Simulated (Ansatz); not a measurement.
A made-up structure of SnH$_{2}$Cl (charge +1), closed shell:

Cl1  (-1.905, 0.151, -0.672)
Sn2  (0.197, -0.016, 0.069)
H3  (-3.233, 0.144, -0.592)
H4  (1.113, 1.385, -0.106)
(Å)

It is relaxed with PBE-D4/def2-SVP and then PBE0-D4/def2-TZVP (Ansatz 0.2.0). Atoms count as bonded within 1.22 times the sum of their covalent radii (H–H: 0.88 Å). The end point is not checked to be a true minimum.

Q: Does its bonding change? (A judgement: the text doesn't fix the answer.)

A: Computed: No: no bond forms or breaks.

Where it ends: The first stage lowers the energy by 2.02 eV in 11 steps. It ends as SnH₂Cl ([ClH][SnH]), total charge +1:
Cl1  (-2.001, 0.701, -0.873)
Sn2  (0.198, -0.135, 0.462)
H3  (-2.901, -0.150, -0.504)
H4  (0.876, 1.249, -0.386)
(Å)

Labels in which every atom is bracketed show which atoms are joined, not bond orders.

For scale, one of the runs: PBE0-D4/def2-TZVP relaxation, 99 basis functions, launched by `ansatz run in.yaml --threads 2 --pin off --events-out ev --progress --plain --max-ram 4352MiB`. The run took about 14 s on 2 CPU threads of an Intel Xeon Platinum 8259CL (shared host).
